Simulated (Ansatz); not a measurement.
`CB(N)CCl` + `[GaH3]` → `C[B](N)[GaH2]` + `CCl`  (formal exchange of groups at a B–C bond)

Isolated molecules relaxed with PBE0-D4/def2-TZVP in Ansatz; ΔE leaves out vibrations. CCSD(T)/CBS adds triple-zeta CCSD(T) − MP2 to the extrapolated MP2 energy (def2 sets, frozen cores). This one scheme is used for every species. For Ga outer-core shells are correlated without core-valence functions, which leaves a few kJ/mol of doubt a bond. Scalar relativity is left out up to krypton. One conformer a species, not always the lowest.

```csv
species,HF/def2-QZVPP energy (Eh)
`CB(N)CCl`,-618.60580
`[GaH3]`,-1925.00483
`C[B](N)[GaH2]`,-2044.44297
`CCl`,-499.15597
```

Question: Work out ΔE.

Answer: ΔE = (-2044.44297) + (-499.15597) − (-618.60580) − (-1925.00483) = 0.01169 Eh = +0.32 eV. CCSD(T)/CBS gives +0.19 eV.

Largest T1 diagnostic among the species: 0.013.

In def2-TZVPP, CCSD(T) changes the Hartree–Fock value by −0.09 eV (the triples alone add −0.01 eV) and MP2 by −0.07 eV. From PBE to PBE0 (25 % exact exchange), in def2-TZVPP and without D4, ΔE moves by +0.04 eV.
